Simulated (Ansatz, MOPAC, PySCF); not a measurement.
Species: H₄BSiO₂ (charge 0, doublet). SMILES: O[B]O[SiH3]
Coordinates optimised at B3LYP-D3(BJ)/def2-TZVP (Ansatz, a program for electronic structure):
```
O
B 1 1.3407
O 2 1.3524 1 121.86
H 3 0.9614 2 113.45 1 180.00
Si 1 1.6571 2 136.56 3 -180.00
H 5 1.4768 1 107.93 2 120.55
H 5 1.4768 6 110.05 1 -117.55
H 5 1.4788 6 110.25 7 -121.82
```
Charge 0, spin multiplicity 2.

Unscaled harmonic wavenumbers (cm⁻¹) in rising order, each level at the stationary point that it reaches from this structure (no distance between atoms moves by over 0.3 Å); the order of modes can differ between levels, and a negative number is imaginary. B3LYP-D3(BJ)/def2-TZVP (PySCF, at the structure above): 45, 96, 130, 424, 517, 718, 732, 780, 963, 968, 980, 1013, 1204, 1460, 2243, 2255, 2255, 3858.

PM3 (MOPAC): 29, 101, 122, 311, 445, 636, 641, 798, 874, 874, 880, 944, 1314, 1610, 1933, 1937, 1958, 3928. Zero-point energy 27.6 against 29.5 kcal/mol; where all levels lie over 400 cm⁻¹, the wavenumbers are on average 0.935 times those of B3LYP-D3(BJ)/def2-TZVP.

HF/6-31G* (Ansatz): 24, 101, 133, 446, 557, 778, 797, 844, 1052, 1057, 1084, 1110, 1316, 1531, 2391, 2407, 2417, 4148. Zero-point energy 31.7 against 29.5 kcal/mol; where all levels lie over 400 cm⁻¹, the wavenumbers are on average 1.081 times those of B3LYP-D3(BJ)/def2-TZVP.

B3LYP/6-31G* (Ansatz): -36, 104, 128, 422, 525, 715, 734, 785, 958, 966, 996, 1028, 1225, 1457, 2259, 2275, 2276, 3814. Zero-point energy 29.5 against 29.5 kcal/mol; where all levels lie over 400 cm⁻¹, the wavenumbers are on average 1.005 times those of B3LYP-D3(BJ)/def2-TZVP. This level finds the structure a saddle point. The zero-point energy leaves imaginary modes out.
